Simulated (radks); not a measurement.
Effect of the nuclear size on the lutetium ion Lu+, [Xe] 4f14 6s2. Calculated with a radial shooting solver on a logarithmic mesh with Libxc functionals: Dirac Kohn-Sham, LDA (Slater exchange, Perdew-Wang correlation), spin-unpolarised, spherical densities, finite nucleus; Fermi nuclear charge, rms radius 5.37 fm. The rms radius is varied about that value; shifts are against it.

\begin{tabular}{lrrrrrrrrr}
rms radius (fm) & total energy shift (eV) & density at nucleus (e/bohr^3) & 1s1/2 shift (meV) & 2s1/2 shift (meV) & 4p1/2 shift (meV) & 5s1/2 shift (meV) & 5p1/2 shift (meV) & 6s1/2 shift (meV) & 6p1/2 (empty) shift (meV) \\ \hline
4.3336 & -15.7 & 1.185e+06 & -6380 & -875 & 0.416 & -6.87 & 0.752 & -0.529 & 0.271 \\
4.9726 & -6.28 & 1.134e+06 & -2560 & -351 & 0.166 & -2.75 & 0.301 & -0.212 & 0.109 \\
5.37 & 0 & 1.107e+06 & 0.000 & 0.000 & 0.000 & 0.000 & 0.000 & 0.000 & 0.000 \\
5.7083 & 5.60 & 1.086e+06 & 2280 & 313 & -0.147 & 2.45 & -0.269 & 0.189 & -0.097 \\
6.3849 & 17.5 & 1.048e+06 & 7130 & 977 & -0.454 & 7.67 & -0.838 & 0.591 & -0.303 \\
\end{tabular}

Slopes of the eigenvalues against <r^2> in GHz/fm^2, as finite differences over the two radii next to the reference (eigenvalue slopes, not the field-shift constants of lines): 1s1/2 149000, 2s1/2 20400, 4p1/2 -9.61, 5s1/2 160, 5p1/2 -17.5, 6s1/2 12.3, 6p1/2 (empty) -6.33.
